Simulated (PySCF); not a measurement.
Isomers of CH4N2Si. Isolated molecules, 0 K electronic values unless said otherwise. One relaxed conformer stands for each flexible species; it need not be the lowest. Strings in code marks are SMILES.

The four lowest singlet excitations (Tamm–Dancoff). All values below come from PySCF with PBE-D3(BJ)/def2-TZVP // B3LYP-D3(BJ)/def2-TZVP. Excitations are Tamm–Dancoff values on a coarser integration grid. The basis has no diffuse functions, so Rydberg states are missing or too high.

| state | energy (eV) | wavelength (nm) | oscillator strength |
|---|---|---|---|
| S1 | 5.40 | 230 | 0.037 |
| S2 | 5.74 | 216 | 0.000 |
| S3 | 6.61 | 188 | 0.002 |
| S4 | 6.98 | 178 | 0.014 |

Task: Say which member gives these states.
A) `N#CN[SiH3]`
B) `[H]/N=C\[SiH]=N\[H]` (N–C–Si–N torsion 0°)
C) `N#C[SiH2]N`
D) `[H]/N=[SiH]/N=C` (C–N–Si–N torsion 59°)

Result: C, `N#C[SiH2]N`
